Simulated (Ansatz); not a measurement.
Cost and result for the atomization energy of C₄H₁₂GeS₄ (`C[S][Ge]([S]C)([S]C)[S]C`) (21 atoms, 20 bonds).

Z-matrix (Å, degrees):
```
C
S 1 1.815
H 1 1.090 2 110.9
H 1 1.090 2 106.4 3 -118.9
H 1 1.090 2 110.9 3 122.1
Ge 2 2.213 1 98.2 3 -61.0
S 6 2.213 2 112.3 1 -58.4
S 6 2.213 2 104.0 1 -180.0
S 6 2.213 2 112.3 1 58.4
C 7 1.815 6 98.2 2 -58.4
C 8 1.815 6 98.2 2 -180.0
C 9 1.815 6 98.2 2 58.4
H 10 1.090 7 106.4 6 -180.0
H 10 1.090 7 110.9 6 61.1
H 10 1.090 7 110.9 6 -61.0
H 11 1.090 8 110.9 6 -61.1
H 11 1.090 8 110.9 6 61.0
H 11 1.090 8 106.4 6 180.0
H 12 1.090 9 106.4 6 179.9
H 12 1.090 9 110.9 6 -61.2
H 12 1.090 9 110.9 6 61.0
```

The species carries charge 0 and has multiplicity 1. Correlated methods include outer-core shells of Ge, which these sets cover unevenly. Scalar relativity is left out up to krypton. All single points use the PBE0-D4/def2-TZVP geometry. It is one conformer, not always the lowest. Program: Ansatz. All runs use 4 threads of an AMD EPYC 7R13 on a shared host and a share of an NVIDIA H100 80 GB. Times are those of one run each, without the atoms' runs, and a repeat can differ threefold. Electronic energies, without spin–orbit coupling; frozen cores. CCSD(T)/CBS adds CCSD(T) − MP2 in def2-TZVPP to the MP2 limit, and its time is that of the two runs behind it. T1 = 0.011. With those shells the extrapolation isn't a true limit.

CCSD(T)/CBS is a level of theory with its own doubt, some kJ/mol a heavy atom from the limit and from the frozen cores, so smaller differences don't rank the functionals.

```csv
level,functions,wall time,atomization (kJ/mol),difference from CCSD(T)/CBS,per bond
revPBE-D4/def2-TZVPP,508,2.3 s,7505.3,-11.3,-0.6
LDA (SPW92)/def2-TZVPP,508,2.4 s,8595.3,1078.7,53.9
BHLYP-D4/def2-TZVPP,508,2.6 s,7313.8,-202.8,-10.1
CCSD(T)/def2-SVP,220,3.5 s,7040.3,-476.3,-23.8
B2PLYP/def2-TZVPP,508,3.9 s,7384.8,-131.8,-6.6
PBE-QIDH/def2-TZVPP,508,4 s,7494.8,-21.8,-1.1
CAM-B3LYP-D4/def2-TZVPP,508,4.4 s,7487.4,-29.2,-1.5
r2SCANh-D4/def2-TZVPP,508,5 s,7515.3,-1.3,-0.1
r2SCAN-D4/def2-TZVPP (with forces),508,5.5 s,7552.8,36.2,1.8
ωB97X-V/def2-TZVPP,508,7.5 s,7549.0,32.4,1.6
MP2/def2-QZVPP,957,8.5 s,7535.7,19.1,1.0
CCSD(T)/def2-TZVPP,508,67 s,7321.3,-195.3,-9.8
CCSD(T)/CBS(def2),–,75 s,7516.6,0.0,0.0
```

From r2SCAN to r2SCAN0 (25 % exact exchange), in def2-TZVPP and without D4, the atomization energy moves by −94.7 kJ/mol: exact exchange takes away binding that semilocal exchange gives to molecules. The D4 term adds +128.0 kJ/mol with B3LYP and +69.9 kJ/mol with PBE0; it sums over pairs of atoms, weighted by their polarisabilities, and B3LYP, whose exchange is more repulsive, gets the larger term. At CCSD(T), def2-SVP lies −476.3 kJ/mol from the extrapolated value and def2-TZVPP −195.3 kJ/mol: correlation converges slowly with the basis, and small sets miss more of it in the bonded molecule than in its fragments.

B3LYP here is the variant with VWN-RPA as its local correlation; programs differ in this.
